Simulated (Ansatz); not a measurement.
Reaction (formal exchange of groups at the Sn–C bond): `[CH3][SnH2][CH2][SiH3]` + `C=CCC#N` → `[CH3][SnH2][C]#N` + `C=CCC[SiH3]`

Computed with Ansatz on PBE0-D4/def2-TZVP structures; ΔE is electronic, products minus reactants. CCSD(T)/CBS adds triple-zeta CCSD(T) − MP2 to the extrapolated MP2 energy (def2 sets, frozen cores). DFT in def2-TZVPP. B3LYP here is the variant with VWN-RPA as its local correlation; programs differ in this. def2 core potentials past Kr. For Sn outer-core shells are correlated without core-valence functions, which leaves a few kJ/mol of doubt a bond. Each species was taken in one conformer, which may not be the lowest.

`[CH3][SnH2][CH2][SiH3]`:

```xyz
14

C     0.822   -2.030   -0.296
Sn   -0.809   -0.765   -0.859
C    -0.280    1.291   -0.495
Si    0.125    1.660    1.284
H     1.715   -1.757   -0.861
H     1.031   -1.916    0.768
H     0.580   -3.073   -0.501
H    -2.205   -1.149    0.055
H    -1.161   -0.959   -2.525
H     0.576    1.526   -1.133
H    -1.116    1.912   -0.828
H     0.486    3.090    1.498
H     1.275    0.828    1.735
H    -1.039    1.341    2.156
```

`C=CCC#N`:

```xyz
10

C     0.103   -0.233   -1.480
C     0.117   -0.809   -0.290
C    -0.039   -0.102    1.026
C    -0.214    1.336    0.903
N    -0.350    2.471    0.791
H    -0.028    0.838   -1.595
H     0.223   -0.821   -2.382
H     0.251   -1.884   -0.204
H    -0.898   -0.507    1.572
H     0.836   -0.288    1.660
```

`[CH3][SnH2][C]#N`:

```xyz
9

C    -0.328    0.932   -1.046
Sn    0.697   -0.100    0.505
C    -0.607   -1.646    1.143
N    -1.336   -2.477    1.469
H     0.287    1.752   -1.415
H    -0.539    0.243   -1.863
H    -1.266    1.330   -0.659
H     0.980    0.853    1.885
H     2.111   -0.886   -0.020
```

`C=CCC[SiH3]`:

```xyz
15

C     1.010    1.936   -0.596
C     1.061    0.621   -0.749
C    -0.096   -0.244   -1.127
C    -0.414   -1.303   -0.064
Si   -0.866   -0.601    1.622
H     1.883    2.510   -0.308
H     0.088    2.488   -0.755
H     2.005    0.105   -0.574
H    -0.974    0.385   -1.301
H     0.125   -0.746   -2.077
H     0.439   -1.980    0.063
H    -1.247   -1.928   -0.403
H    -1.873    0.486    1.469
H     0.316   -0.052    2.336
H    -1.457   -1.676    2.465
```

```json
{"level": "PBE-D4", "ΔE (kJ/mol)": "2.9", "difference from CCSD(T)/CBS": "5.9"}
{"level": "r2SCAN-D4", "ΔE (kJ/mol)": "0.5", "difference from CCSD(T)/CBS": "3.5"}
{"level": "PBE0-D4", "ΔE (kJ/mol)": "1.7", "difference from CCSD(T)/CBS": "4.7"}
{"level": "B3LYP-D4", "ΔE (kJ/mol)": "-2.6", "difference from CCSD(T)/CBS": "0.4"}
{"level": "ωB97M-V", "ΔE (kJ/mol)": "-5.5", "difference from CCSD(T)/CBS": "-2.5"}
{"level": "B2PLYP", "ΔE (kJ/mol)": "-4.6", "difference from CCSD(T)/CBS": "-1.6"}
{"level": "r2SCAN", "ΔE (kJ/mol)": "0.6", "difference from CCSD(T)/CBS": "3.6"}
{"level": "PBE0", "ΔE (kJ/mol)": "1.4", "difference from CCSD(T)/CBS": "4.4"}
{"level": "B3LYP", "ΔE (kJ/mol)": "-3.3", "difference from CCSD(T)/CBS": "-0.3"}
{"level": "HF/def2-TZVPP", "ΔE (kJ/mol)": "-12.9", "difference from CCSD(T)/CBS": "-9.9"}
{"level": "MP2/def2-TZVPP", "ΔE (kJ/mol)": "-3.3", "difference from CCSD(T)/CBS": "-0.3"}
{"level": "SCS-MP2/def2-TZVPP", "ΔE (kJ/mol)": "-7.8", "difference from CCSD(T)/CBS": "-4.8"}
{"level": "HF/def2-QZVPP", "ΔE (kJ/mol)": "-12.6", "difference from CCSD(T)/CBS": "-9.6"}
{"level": "HF/CBS(def2)", "ΔE (kJ/mol)": "-12.5", "difference from CCSD(T)/CBS": "-9.5"}
{"level": "MP2/CBS(def2)", "ΔE (kJ/mol)": "0.5", "difference from CCSD(T)/CBS": "3.5"}
{"level": "CCSD/CBS(def2)", "ΔE (kJ/mol)": "-3.6", "difference from CCSD(T)/CBS": "-0.6"}
{"level": "CCSD(T)/CBS", "ΔE (kJ/mol)": "-3.0", "difference from CCSD(T)/CBS": "0"}
```

Largest T1 diagnostic among the species: 0.013.

In def2-TZVPP, CCSD(T) changes the Hartree–Fock value by +6.1 kJ/mol (the triples alone add +0.6 kJ/mol) and MP2 by +9.6 kJ/mol.
